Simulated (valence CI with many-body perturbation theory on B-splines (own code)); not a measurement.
E1 line list for Cu XXIII

Level of theory: valence CI with perturbative core correlation (CI+MBPT): five valence electrons over a frozen Dirac-Fock core [He], radial functions for each j: 11 s, 11 p, 10 d, 8 f, 5 g, 2 h, with the one-electron correlation potential Σ1, the two-electron term Σ2, the three-electron term Σ3, Breit, model QED; selected CI, second order for the rest, scaled by the run's own slope (own B-spline code, finite nucleus).

No measured levels were compared; by estimate levels of excited configurations hold to 0.05 to 0.15 % of their energy, terms of the ground configuration to about 0.5 %. Among the levels kept, up to 5500 cm⁻¹ of a level comes from second order outside the variational space, and about a tenth of that is noise between levels of different J, which matters for small intervals.

Lines 201 to 250 of 591 in falling wavelength, among levels below 11298 × 10³ cm⁻¹, chosen from the strongest by gf and those to the six lowest levels. Wavelengths and rates use the calculated energies, so an error of 800 cm⁻¹ moves a line at 11.64 nm by 0.093 % and its rate by three times that or more. Electric multipoles are in the length gauge with retardation, E1 and E2 with the static RPA response of the core. Weak lines are less certain than strong ones. Lines between different terms over intervals too small for the method are left out, as are lines whose strength nearly cancels. Where a level lies close to another of its J and parity, the split of strength between their lines is uncertain. The highest levels of a list are the least certain.

Names give the largest LS component (configuration and term), which can be under half, so a name can repeat, a term be missing and a line seem to break the LS rules; names also repeat where a configuration has a term twice. Letters in brackets count levels of one name in rising energy.

```
λ vac (nm)                  Upper                   Lower   A (s⁻¹)  S (a.u.)
     11.64       2s 2p3 3p 4F_7/2      2s2 2p2 3p 4D°_5/2  8.54e+09  5.31e-02
     11.61      2s 2p3 3s 4D°_5/2       2s2 2p2 3s 4P_3/2  1.72e+10  7.98e-02
     11.61   2s 2p3 3p 4D_3/2 [a]      2s2 2p2 3p 2S°_1/2  1.15e+10  3.55e-02
     11.56   2s 2p3 3p 4D_7/2 [a]  2s2 2p2 3p 2D°_5/2 [a]  7.76e+09  4.73e-02
     11.23            2p5 2P°_3/2           2s 2p4 2S_1/2  1.11e+10  3.10e-02
     11.10          2s 2p4 4P_5/2         2s2 2p3 4S°_3/2  1.41e+10  5.71e-02
     10.86   2s 2p3 3p 4P_3/2 [b]      2s2 2p2 3p 4P°_1/2  1.18e+10  2.98e-02
     10.65  2s 2p3 3d 4F°_3/2 [a]       2s2 2p2 3d 4F_3/2  1.41e+10  3.35e-02
     10.24      2s 2p3 3s 4D°_3/2       2s2 2p2 3s 4P_1/2  1.71e+10  3.62e-02
     10.20   2s 2p3 3p 4D_3/2 [b]  2s2 2p2 3p 4D°_3/2 [a]  1.67e+10  3.49e-02
     10.18  2s 2p3 3d 4D°_5/2 [b]   2s2 2p2 3d 4F_5/2 [a]  9.39e+09  2.94e-02
     10.11       2s 2p3 3p 4F_3/2      2s2 2p2 3p 4D°_1/2  1.82e+10  3.71e-02
     9.926  2s 2p3 3d 2F°_7/2 [b]   2s2 2p2 3d 2F_7/2 [b]  1.92e+10  7.40e-02
     9.921            2p5 2P°_1/2           2s 2p4 2P_3/2  5.37e+10  5.17e-02
     9.890          2s 2p4 4P_3/2         2s2 2p3 4S°_3/2  2.48e+10  4.74e-02
     9.860          2p4 3s 4P_5/2       2s 2p3 3s 4D°_7/2  3.49e+10  9.91e-02
     9.855      2s 2p3 3d 4P°_3/2   2s2 2p2 3d 4F_5/2 [a]  1.88e+10  3.55e-02
     9.850   2s 2p3 3p 2F_5/2 [b]  2s2 2p2 3p 2D°_5/2 [c]  1.94e+10  5.48e-02
     9.825  2s 2p3 3d 4F°_9/2 [b]       2s2 2p2 3d 4F_9/2  1.85e+10  8.68e-02
     9.815   2s 2p3 3p 2D_5/2 [b]      2s2 2p2 3p 2F°_5/2  2.15e+10  6.01e-02
     9.774  2s 2p3 3d 2F°_7/2 [c]   2s2 2p2 3d 2F_7/2 [c]  2.85e+10  1.05e-01
     9.768  2s 2p3 3d 2D°_5/2 [b]   2s2 2p2 3d 2D_5/2 [a]  1.13e+10  3.11e-02
     9.724   2s 2p3 3p 4D_7/2 [b]      2s2 2p2 3p 4D°_7/2  2.65e+10  9.63e-02
     9.677            2p5 2P°_3/2           2s 2p4 2D_5/2  4.54e+10  8.11e-02
     9.659  2s 2p3 3d 2D°_5/2 [b]   2s2 2p2 3d 2F_7/2 [b]  1.03e+10  2.75e-02
     9.644          2s 2p4 4P_1/2         2s2 2p3 4S°_3/2  2.73e+10  2.41e-02
     9.636  2s 2p3 3d 2G°_9/2 [b]       2s2 2p2 3d 2G_9/2  4.30e+10  1.90e-01
     9.628      2s 2p3 3s 4P°_5/2       2s2 2p2 3s 4P_5/2  2.96e+10  7.83e-02
     9.624          2s 2p4 2P_3/2         2s2 2p3 2P°_3/2  1.02e+10  1.79e-02
     9.607      2s 2p3 3s 4P°_1/2       2s2 2p2 3s 4P_3/2  3.71e+10  3.24e-02
     9.590   2s 2p3 3p 2F_5/2 [b]  2s2 2p2 3p 2D°_5/2 [b]  2.00e+10  5.23e-02
     9.577  2s 2p3 3d 4F°_7/2 [b]       2s2 2p2 3d 4F_7/2  1.23e+10  4.26e-02
     9.550   2s 2p3 3p 2D_5/2 [d]  2s2 2p2 3p 2P°_3/2 [c]  2.14e+10  5.52e-02
     9.542   2s 2p3 3p 4D_5/2 [b]      2s2 2p2 3p 4D°_5/2  2.05e+10  5.26e-02
     9.534       2s 2p3 3p 4S_3/2  2s2 2p2 3p 2D°_5/2 [a]  1.86e+10  3.19e-02
     9.513   2s 2p3 3p 2F_7/2 [b]      2s2 2p2 3p 2F°_7/2  5.21e+10  1.77e-01
     9.511   2s 2p3 3p 4D_3/2 [c]  2s2 2p2 3p 4D°_3/2 [b]  2.30e+10  3.91e-02
     9.497  2s 2p3 3d 2F°_5/2 [c]   2s2 2p2 3d 2D_5/2 [b]  1.78e+10  4.53e-02
     9.490  2s 2p3 3s 2P°_3/2 [a]       2s2 2p2 3s 2P_3/2  3.75e+10  6.33e-02
     9.484          2s 2p4 2D_5/2         2s2 2p3 2D°_5/2  3.85e+10  9.73e-02
     9.471  2s 2p3 3d 4D°_7/2 [c]   2s2 2p2 3d 2F_7/2 [a]  1.95e+10  6.54e-02
     9.446          2p4 3s 4P_5/2       2s 2p3 3s 4D°_5/2  2.01e+10  5.02e-02
     9.442  2s 2p3 3d 2P°_3/2 [b]   2s2 2p2 3d 2D_5/2 [a]  1.60e+10  2.66e-02
     9.429  2s 2p3 3s 2D°_3/2 [b]       2s2 2p2 3s 2D_3/2  4.23e+10  6.99e-02
     9.427  2s 2p3 3s 2D°_5/2 [b]       2s2 2p2 3s 2D_5/2  5.96e+10  1.48e-01
     9.424      2s 2p3 3s 4P°_3/2       2s2 2p2 3s 4P_3/2  2.26e+10  3.73e-02
     9.393  2s 2p3 3d 2P°_3/2 [c]   2s2 2p2 3d 2D_5/2 [b]  3.56e+10  5.83e-02
     9.382      2s 2p3 3d 4P°_5/2       2s2 2p2 3d 4F_7/2  2.33e+10  5.71e-02
     9.366  2s 2p3 3d 2G°_7/2 [b]    2s 2p3 3p 6P_7/2 [b]  1.53e+10  4.97e-02
     9.362            2p5 2P°_3/2           2s 2p4 2D_3/2  2.54e+10  4.12e-02
```
